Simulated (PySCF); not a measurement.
A structure optimised at PBE-D3(BJ)/def2-SVP, used in a PySCF frequency run:

```xyz
8

W      0.0000     0.0000     0.0137
F      0.0000     0.0000    -1.8538
F     -1.3228     1.3228    -0.0568
F      1.3228     1.3228    -0.0568
F     -1.3228    -1.3228    -0.0568
F      1.3228    -1.3228    -0.0568
O      0.0000     0.0000     1.8606
H      0.0000     0.0000     2.8300
```
Charge 0, spin multiplicity 1.

**Question.** Write its SMILES, formula and point group.

**Answer.** [OH][W]([F])([F])([F])([F])[F], F5HOW, C4v

**Question.** What are its rotational constants (standard atomic weights)?

**Answer.** 1.9294, 1.9294, 1.9003 GHz
